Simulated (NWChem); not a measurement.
Program: NWChem. System: ClLi, charge 0, spin multiplicity 1, at a geometry optimised with PBE0/def2-SVP. The structure started from a generated list of species. Level: MP2/pcseg-1, 5 core orbitals frozen.

NWChem printed:

```
             Northwest Computational Chemistry Package (NWChem) 7.3.0
             --------------------------------------------------------

                                NWChem Input Module
                                -------------------

 Scaling coordinates for geometry "geometry" by  1.889725989
 (inverse scale =  0.529177249)

 Turning off AUTOSYM since
 SYMMETRY directive was detected!

                             Geometry "geometry" -> ""
                             -------------------------

 Output coordinates in angstroms (scale by  1.889725989 to convert to a.u.)

  No.       Tag          Charge          X              Y              Z
 ---- ---------------- ---------- -------------- -------------- --------------
    1 Li                   3.0000     0.00000000     0.00000000    -1.70316400
    2 Cl                  17.0000     0.00000000     0.00000000     0.30055800

 Effective nuclear repulsion energy (a.u.)      13.4689541259

            Nuclear Dipole moment (a.u.)
            ----------------------------
        X                 Y               Z
 ---------------- ---------------- ----------------
     0.0000000000     0.0000000000    -0.0000113384

      Symmetry information
      --------------------

 Group name             C2v
 Group number             16
 Group order               4
 No. of unique centers     2

      Symmetry unique atoms

     1    2


 Summary of "ao basis" -> "" (spherical)
 ------------------------------------------------------------------------------
       Tag                 Description            Shells   Functions and Types
 ---------------- ------------------------------  ------  ---------------------
 *                          pcseg-1                   on all atoms

 Summary of "ao basis" -> "ao basis" (spherical)
 ------------------------------------------------------------------------------
       Tag                 Description            Shells   Functions and Types
 ---------------- ------------------------------  ------  ---------------------
 Li                         pcseg-1                  5        9   3s2p
 Cl                         pcseg-1                  8       18   4s3p1d

                                 NWChem SCF Module
                                 -----------------

  ao basis        = "ao basis"
  functions       =    27
  atoms           =     2
  closed shells   =    10
  open shells     =     0
  charge          =   0.00
[...]
           0.000000000000           0.000000000000           0.000000000000

  Mulliken analysis of the total density
  --------------------------------------

    Atom       Charge   Shell Charges
 -----------   ------   -------------------------------------------------------
    1 Li   3     2.29   2.00  0.09 -0.01  0.17  0.05
    2 Cl  17    17.71   2.00  2.00  1.16  0.81  5.99  3.81  1.93  0.01

       Multipole analysis of the density wrt the origin
       ------------------------------------------------

     L   x y z        total         open         nuclear
     -   - - -        -----         ----         -------
     0   0 0 0     -0.000000      0.000000     20.000000

     1   1 0 0     -0.000000      0.000000      0.000000
     1   0 1 0     -0.000000      0.000000      0.000000
     1   0 0 1     -2.956501      0.000000     -0.000011

     2   2 0 0    -12.299521      0.000000      0.000000
     2   1 1 0      0.000000      0.000000      0.000000
     2   1 0 1      0.000000      0.000000      0.000000
     2   0 2 0    -12.299521      0.000000      0.000000
     2   0 1 1      0.000000      0.000000      0.000000
     2   0 0 2     -2.231085      0.000000     36.560555

                   NWChem MP2 Semi-direct Energy/Gradient Module
                   ---------------------------------------------

  Basis functions       =     27
  Molecular orbitals    =     27
  Frozen core           =      5
  Frozen virtuals       =      0
  Active alpha occupied =      5
  Active beta occupied  =      5
  Active alpha virtual  =     17
  Active beta virtual   =     17
  Use MO symmetry       = T
  Use skeleton AO sym   = T

  AO/Fock/Back tols     =   1.0D-09  1.0D-09  1.0D-09

 GA uses MA = F    GA memory limited = T

 Available:
  local mem=  1.26D+08
 global mem=  1.44D+08
 local disk=  0.00D+00
  mp2_memr nvloc                    17
  nvloc new                    17
   1 passes of   5:        2097152                       3654                    110534.
   1 passes of   5: M    126153569           G      144177742           F     124056417.

 Semi-direct pass number   1 of   1  for RHF alpha+beta  at        0.1s
  vrange nnbf                   378
  mp2_eaftype                    10  avail_ma_in_mb                  1099
 EAF : mp2_eaftype filesize          10      55267.
  mp2_eaf for mointskh                     10
Node 0 wrote      0.3 Mb in      0.0 s     Agg I/O rate:  1299.6 Mb/s
 Done moints_semi at        0.3s
  mp2_eaftype                    10  avail_ma_in_mb                  1089
 EAF : mp2_eaftype filesize          10      55267.
  mp2_eaf for kh                    10
 Done maket at        0.3s
 Done multipass loop at        0.3s

          -------------------------------------------
          SCF energy                -466.993534617751
          Correlation energy          -0.139589850333
          Singlet pairs               -0.082578845581
          Triplet pairs               -0.057011004753
          Total MP2 energy          -467.133124468085
          -------------------------------------------

          ---------------------------------------------------
                    Spin Component Scaled (SCS) MP2
          Same spin pairs                     -0.038007336502
          Same spin scaling factor             0.333333333333
          Opposite spin pairs                 -0.101582513832
          Opposite spin scaling fact.          1.200000000000
          SCS-MP2 correlation energy          -0.134568128765
          Total SCS-MP2 energy              -467.128102746516
          ---------------------------------------------------

 -----------------------
 Performance information
 -----------------------

 Timer overhead =  1.18D-07 seconds/call

               Nr. of calls         CPU time (s)                 Wall time (s)                GFlops
             ---------------    -------------------     ------------------------------   -------------------
Name         Min   Avg   Max    Min     Avg     Max     Min     Avg     Max   Mx/calls   Min     Max     Sum
mp2: moin     1     1     1   0.14    0.14    0.14     0.14    0.14    0.14    0.14      0.0     0.0     0.0
mp2: make     1     1     1   2.77E-3 2.77E-3 2.77E-3  2.77E-3 2.77E-3 2.77E-3 2.77E-3   0.0     0.0     0.0
mp2: tota     1     1     1   0.16    0.16    0.16     0.16    0.16    0.16    0.16      0.0     0.0     0.0

 The average no. of pstat calls per process was 3.00D+00
 with a timing overhead of 3.53D-07s

 Task  times  cpu:        0.3s     wall:        0.3s

 Total times  cpu:        0.3s     wall:        0.3s
```

### Question
Write an NWChem input that would produce this output.

### Answer
One answer among several that fit: 
```
start mol
memory heap 200 mb stack 900 mb global 1100 mb
geometry units angstroms nocenter noautoz
  Li     0.000000     0.000000    -1.703164
  Cl     0.000000     0.000000     0.300558
  symmetry group C2v
end
basis spherical
  * library pcseg-1
end
scf
  rhf
  nopen 0
  maxiter 100
  thresh 1e-7
  semidirect memsize 60000000 filesize 0
end
mp2
  freeze core 5
end
task mp2 energy
```
